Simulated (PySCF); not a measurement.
SMILES C([NH3+])(C)C (C3H10N (cation, charge +1)), PBE0/def2-SVP optimised geometry.

```
14

C      0.57    -1.36    -1.26
C      0.17     0.10    -1.22
C      0.66     0.85     0.00
N     -1.35     0.18    -1.26
H      0.24    -1.90    -0.36
H      0.19    -1.88    -2.15
H      1.67    -1.43    -1.30
H      0.49     0.61    -2.14
H      0.34     1.90     0.00
H      1.76     0.85     0.00
H      0.34     0.37     0.94
H     -1.76    -0.27    -0.43
H     -1.73    -0.29    -2.09
H     -1.68     1.15    -1.27
```

Density from PBE0/def2-TZVP in PySCF at that geometry.

Minimum of the electron density along straight lines between bonded atoms, close to the bond critical point (lines longer than 1.1 times the sum of covalent radii, or with two minima, are not listed):

```
bond    length / Å  ρ at the minimum / e bohr⁻³  ∇²ρ there / e bohr⁻⁵  position (fraction from the first atom)
------  ----------  ---------------------------  --------------------  ---------------------------------------
C1–C2        1.514                        0.254                 -0.65                                     0.47
C2–C3        1.514                        0.254                 -0.65                                     0.53
C2–N4        1.520                        0.220                 -0.45                                     0.37
C1–H5        1.102                        0.272                 -0.91                                     0.64
C1–H6        1.101                        0.272                 -0.92                                     0.64
C1–H7        1.099                        0.274                 -0.94                                     0.65
C2–H8        1.102                        0.283                 -1.00                                     0.65
C3–H9        1.101                        0.272                 -0.92                                     0.64
C3–H10       1.099                        0.274                 -0.94                                     0.65
C3–H11       1.102                        0.272                 -0.91                                     0.64
N4–H12       1.029                        0.329                 -1.76                                     0.75
N4–H13       1.028                        0.330                 -1.79                                     0.76
N4–H14       1.028                        0.330                 -1.79                                     0.76
```
